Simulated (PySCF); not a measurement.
C8H13F: core ionisation energies

C8H13F.
Cartesian coordinates in Å at the PBE0-D3(BJ)/def2-SVP level; atoms count from 1:
```xyz
22
C8H13F angstrom
F     -3.0931    1.5748   -0.1207
C     -1.7270    1.4854   -0.2540
C     -1.2374    0.1480    0.2261
C     -1.5406   -1.1175   -0.5972
C     -0.1328   -1.6307   -0.2446
C      0.2637   -0.1815    0.1090
C      1.3323    0.0912    1.1767
C      2.3566    0.2826    0.0417
C      1.1783    0.5225   -0.9207
H     -1.2660    2.3035    0.3287
H     -1.4741    1.6367   -1.3181
H     -1.5586    0.0088    1.2728
H     -2.4058   -1.7283   -0.3037
H     -1.6295   -0.8789   -1.6691
H     -0.1435   -2.2674    0.6541
H      0.4464   -2.1402   -1.0304
H      1.5134   -0.6991    1.9220
H      1.1329    1.0364    1.7074
H      2.8819   -0.6562   -0.1893
H      3.1039    1.0826    0.1465
H      1.2311    0.0958   -1.9347
H      0.9501    1.5967   -1.0061
```

The calculation used PySCF, delta-SCF UKS SCAN, pcX-2 on the ionised atom, pcseg-1 elsewhere, spin-free X2C. Binding energies are ΔSCF values: E(core-ionised, relaxed orbitals) − E(ground state) at a fixed geometry, referred to the vacuum level.

**Question.** Give the core binding energies atom by atom.

**Answer.** 
| atom(s) | environment | level | binding energy (eV) | above the level's lowest (eV) | count |
| --- | --- | --- | --- | --- | --- |
| F1 | alkyl fluorine | F 1s | 692.09 | 0.00 | 1 |
| C2 | sp3 C–F carbon | C 1s | 292.72 | +2.41 | 1 |
| C3 | four-membered-ring carbon | C 1s | 290.36 | +0.05 | 1 |
| C4 | four-membered-ring carbon | C 1s | 290.35 | +0.04 | 1 |
| C5 | four-membered-ring carbon | C 1s | 290.31 | 0.00 | 1 |
| C6 | sp3 carbon at a ring junction | C 1s | 290.37 | +0.06 | 1 |
| C7 | four-membered-ring carbon | C 1s | 290.31 | 0.00 | 1 |
| C8 | four-membered-ring carbon | C 1s | 290.48 | +0.17 | 1 |
| C9 | four-membered-ring carbon | C 1s | 290.39 | +0.08 | 1 |

The listed C 1s values span 2.41 eV, from C5 (bonded to 2 C and 2 H) to C2 (bonded to F, C and 2 H). Summing the Pauling electronegativity differences to the bonded atoms, each weighted by its formal bond order, gives -0.70 for the lowest site and +0.73 for the highest; no listed site has a larger sum than the highest. The values 290.31, 290.31, 290.35, 290.36, 290.37 and 290.39 eV lie too close for their order to be trusted.

**Question.** Express the binding energy of C 1s of C7 in atomic units and per mole.

**Answer.** 290.31 eV = 10.6687 Eh = 28011 kJ/mol.

Isolated species at its PBE0-D3(BJ)/def2-SVP geometry (one conformer only).

Hardware: one thread of an Arm Neoverse V2, on a shared host. Cost: 3.4 min of wall time.
